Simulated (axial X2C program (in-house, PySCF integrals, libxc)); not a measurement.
# Potential curves of LiTi⁺, 2c

Calculated with an in-house relativistic program for diatomic molecules. Two-component (2c) means X2C with spin–orbit coupling and atomic mean-field two-electron Coulomb and Gaunt terms. Basis: Ti dyall-cv3z [10s10p6d4f2g], Li dyall-cv3z [7s8p2d] (cores contracted in-house); Gaussian nuclei, density fitting, unrestricted open shells. Masses: Ti 47.948 u, Li 7.016 u.

State: Ω = 1 (⟨Sz⟩ = -1.00, ⟨Lz⟩ = 2.00 at HF). Energies in eV from the fragments at the same level (Ti + Li+). Fits are polynomials in 1 − R0/R over 0.85 to 1.23 times the lowest point R0.

```json
{"R (Å)": "2.8623", "CCSD(T)": "-0.8619"}
{"R (Å)": "2.9536", "CCSD(T)": "-0.8803"}
{"R (Å)": "3.0450", "CCSD(T)": "-0.8825"}
{"R (Å)": "3.1516", "CCSD(T)": "-0.8690"}
{"R (Å)": "3.2582", "CCSD(T)": "-0.8423"}
{"R (Å)": "3.3952", "CCSD(T)": "-0.7943"}
```

Correlated methods: 12 electrons correlated (number of frozen shells: Ti 2 s, 1 p; Li 1 s), 256 virtual spin orbitals or spinors in MP2, 90 natural virtuals in coupled cluster.

One determinant describes the state; a PBE0 search over occupations chose it and may have missed a lower one. Dissociation energies refer to the lowest single-determinant-based atoms at the same level and basis. Coupled cluster ran in a truncated set of natural virtual spinors; the MP2 energy of the rest was added. (T) has no such correction and the atoms are truncated less, which lowers De at CCSD(T) by a hundredth of an eV or more. Other states lie close and PBE0, whose exact exchange favours high spin, may order them wrongly; the determinant shown need not be the ground state. The nearest other 2c determinant of the search, Ω = 3, lies 0.03 eV up at the distance of the search. With several unpaired electrons one determinant need not be a pure state. The determinant is spin-polarised beyond a pure state at some levels (its spin-free form has ⟨S²⟩ too high), which makes Re and μ there less reliable. The T1 diagnostic is large, a sign of multireference character. Coupled cluster ran on the points near the minimum only. MP2 and coupled cluster on one determinant become unreliable at the stretched end.

**Question.** Fit the CCSD(T) curve near its minimum: give the equilibrium distance, the harmonic wavenumber and the well depth.

**Answer.** At CCSD(T), 2c: Re = 3.013 Å, ωe ≈ 272 cm⁻¹, De = 0.88 eV to Ti + Li+; Be follows as 0.303 cm⁻¹.
